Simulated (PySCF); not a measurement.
CF5In, SMILES [F][In]([F])[C](F)(F)F.

The structure is a stationary point at r2SCAN-D4/def2-SVP. The structure was generated by enumeration; whether it is a known compound was not checked. The def2 effective core potentials stand for the cores of In; spin–orbit coupling is left out.

Two levels are set side by side: PBE/def2-TZVP (PySCF) and PBE0/def2-TZVP (PySCF). Same geometry, gas phase. Differences are taken from unrounded values.

```json
[
 {"quantity": "orbital gap (eV)", "PBE0": "6.84"},
 {"quantity": "highest occupied level (eV)", "PBE0": "-9.66"},
 {"quantity": "lowest empty level (eV)", "PBE0": "-2.82"},
 {"quantity": "dipole moment (D)", "PBE0": "1.93"},
 {"quantity": "mean polarisability (bohr³)", "PBE0": "44.8"}
]
```

Problem. What does PBE give, and how far is it from PBE0? (An estimate is asked for; the answer gives what the named calculation found.)

Solution. 
| quantity | PBE | PBE minus PBE0 |
|---|---|---|
| orbital gap (eV) | 4.44 | -2.40 |
| highest occupied level (eV) | -8.11 | 1.55 |
| lowest empty level (eV) | -3.67 | -0.85 |
| dipole moment (D) | 2.06 | 0.12 |
| mean polarisability (bohr³) | 48.9 | 4.1 |

Without exact exchange PBE keeps part of each electron's self-repulsion, which lifts occupied levels and narrows the gap. Loosely held outer electrons make PBE densities more polarisable. Differences between two approximate levels are no errors against the true value.

Rough cost on one machine, each run with all the roots and properties that it gave: PBE0 against PBE within a factor of 2.
